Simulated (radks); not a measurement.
Q: La53+, configuration [He] 2s2. Method: scalar-relativistic Kohn-Sham, BLYP, spin-polarised, spherical densities, finite nucleus; Fermi nuclear charge, rms radius 4.855 fm; computed with a radial shooting solver on a logarithmic mesh with Libxc functionals. Some entries of the table are withheld. Estimate them.

orbital,occ.,eigenvalue (hartree),<1/r> (bohr^-1),r(max) (bohr)
1s,2,(1),62.20,0.01605
2s,2,-393.9328,(2),(3)
2p,0,(4),(5),0.06977
3s,0,-170.8106,6.388,0.2276

A: 
(1) 1s eigenvalue (hartree): -1625.245
(2) 2s <1/r> (bohr^-1): 15.17
(3) 2s r(max) (bohr): 0.08788
(4) 2p eigenvalue (hartree): -376.1781
(5) 2p <1/r> (bohr^-1): 14.35
